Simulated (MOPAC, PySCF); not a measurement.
CH10Si3, SMILES `C[SiH2][SiH2][SiH3]` (C–Si–Si–Si torsion 60°), neutral singlet in the gas phase. 

Cartesian coordinates (Å):
SMILES: C[SiH2][SiH2][SiH3]
```xyz
14

C     -2.1465     0.3831     0.3120
Si    -1.0650    -1.1328     0.1075
Si     1.0378    -0.5460    -0.7285
Si     2.1075     0.9407     0.7215
H     -1.6905     1.0988     0.9968
H     -3.1248     0.1125     0.7100
H     -2.2987     0.8844    -0.6443
H     -0.8804    -1.8044     1.4171
H     -1.7144    -2.1041    -0.8057
H      1.8820    -1.7526    -0.9047
H      0.8898     0.1026    -2.0554
H      2.3064     0.3053     2.0443
H      1.2707     2.1485     0.9121
H      3.4260     1.3640     0.1985
```
Charge 0, multiplicity 1.

All levels are single points at this geometry (CAM-B3LYP-D3(BJ)/def2-TZVP); Pople sets use spherical d functions. Orbital energies aren't observables, and empty levels follow the basis.

```json
[
 {"level": "CAM-B3LYP-D3(BJ)/def2-TZVP in PySCF", "HOMO (eV)": "-9.02", "LUMO (eV)": "0.88", "gap (eV)": "9.90", "dipole (D)": "0.77", "vertical IE, Delta-SCF (eV)": "9.68"},
 {"level": "PBE-D3(BJ)/def2-TZVP in PySCF", "HOMO (eV)": "-6.72", "LUMO (eV)": "-0.95", "gap (eV)": "5.77", "dipole (D)": "0.86", "vertical IE, Delta-SCF (eV)": "9.35"},
 {"level": "B3LYP/3-21G in PySCF", "HOMO (eV)": "-7.71", "LUMO (eV)": "0.34", "gap (eV)": "8.05", "dipole (D)": "0.83", "vertical IE, Delta-SCF (eV)": "–"},
 {"level": "M06-2X/6-31G* in PySCF", "HOMO (eV)": "-8.67", "LUMO (eV)": "0.98", "gap (eV)": "9.65", "dipole (D)": "0.79", "vertical IE, Delta-SCF (eV)": "–"},
 {"level": "SVWN5/6-31G* in PySCF", "HOMO (eV)": "-6.66", "LUMO (eV)": "-0.68", "gap (eV)": "5.98", "dipole (D)": "0.96", "vertical IE, Delta-SCF (eV)": "9.41"},
 {"level": "HF/3-21G in PySCF", "HOMO (eV)": "-10.27", "LUMO (eV)": "3.44", "gap (eV)": "13.71", "dipole (D)": "0.78", "vertical IE, Delta-SCF (eV)": "–"},
 {"level": "HF/STO-3G in PySCF", "HOMO (eV)": "-7.90", "LUMO (eV)": "10.35", "gap (eV)": "18.25", "dipole (D)": "0.22", "vertical IE, Delta-SCF (eV)": "–"},
 {"level": "AM1 in MOPAC", "HOMO (eV)": "-10.39", "LUMO (eV)": "-1.01", "gap (eV)": "9.37", "dipole (D)": "0.44", "vertical IE, Delta-SCF (eV)": "–"},
 {"level": "PM6 in MOPAC", "HOMO (eV)": "-8.43", "LUMO (eV)": "-0.56", "gap (eV)": "7.87", "dipole (D)": "0.63", "vertical IE, Delta-SCF (eV)": "–"}
]
```
